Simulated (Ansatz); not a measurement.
Reaction (formal loss of a carbene): `CBC1=CB1` → `BC1=CB1` + `[CH2]` (triplet)

Isolated molecules relaxed with PBE0-D4/def2-TZVP in Ansatz; ΔE leaves out vibrations. CBS: MP2 limit from def2 TZ/QZ plus the TZ coupled-cluster correction, frozen cores. This one scheme is used for every species. Functionals use def2-TZVPP. HSE06 is defined as in plane-wave codes. Triplets are unrestricted, without spin–orbit coupling. One conformer a species, not always the lowest.

| level | ΔE (kJ/mol) | difference from CCSD(T)/CBS |
| --- | --- | --- |
| PBE-D4 | 484.5 | 2.5 |
| r2SCANh-D4 | 458.8 | -23.2 |
| BHLYP-D4 | 475.6 | -6.4 |
| PBE | 479.8 | -2.2 |
| revPBE | 457.8 | -24.2 |
| BLYP | 468.4 | -13.6 |
| r2SCAN | 457.9 | -24.1 |
| HSE06 | 476.4 | -5.6 |
| LC-ωPBE | 475.4 | -6.6 |
| RPA@PBE/def2-TZVPP | 460.8 | -21.2 |
| CCSD(T)/CBS | 482.0 | 0 |

Largest T1 diagnostic among the species: 0.013.

The D4 term adds +7.4 kJ/mol with B3LYP and +4.2 kJ/mol with PBE0; it sums over pairs of atoms, weighted by their polarisabilities, and B3LYP, whose exchange is more repulsive, gets the larger term. At CCSD(T), def2-SVP lies −17.7 kJ/mol from the extrapolated value and def2-TZVPP −11.7 kJ/mol.

B3LYP here is the variant with VWN-RPA as its local correlation; programs differ in this.
